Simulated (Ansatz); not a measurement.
C₂H₆GeO, SMILES `C=[C](O)[GeH3]`, relaxed with RKS PBE-D4/def2-SVP in Ansatz from a rough embedded geometry. The force threshold is 0.03 eV/Å; the program also tests the step.

Charge 0, multiplicity 1.

Start:

```xyz
10

C    -1.330    0.371   -0.744
C    -0.545    0.103    0.205
O    -1.028    0.119    1.499
Ge    1.314   -0.311   -0.102
H    -2.428    0.602   -0.572
H    -1.045    0.388   -1.818
H    -0.381   -0.127    2.307
H     2.074    1.048   -0.217
H     1.453   -1.054   -1.528
H     1.916   -1.141    0.971
```

(1) By how much does the energy fall, and how many steps does the optimiser take? (Estimate.)

(2) Which bonds change most? (An estimate is asked.)

(3) Give the relaxed structure. (Best estimate.)

Answers

(1) Computed: 64.62 kJ/mol, in 9 steps.

(2) Ansatz gave: C1–C2 from 1.260 to 1.351 Å; O3–H7 from 1.064 to 0.973 Å; Ge4–H10 from 1.484 to 1.558 Å; Ge4–H9 from 1.614 to 1.546 Å.

(3) The calculation gave: 
```xyz
10

C    -1.450    0.279   -0.777
C    -0.557    0.133    0.226
O    -0.941    0.337    1.527
Ge    1.334   -0.276   -0.132
H    -2.500    0.539   -0.564
H    -1.144    0.149   -1.824
H    -0.244    0.015    2.125
H     2.217    0.976    0.121
H     1.508   -0.778   -1.584
H     1.777   -1.373    0.881
```
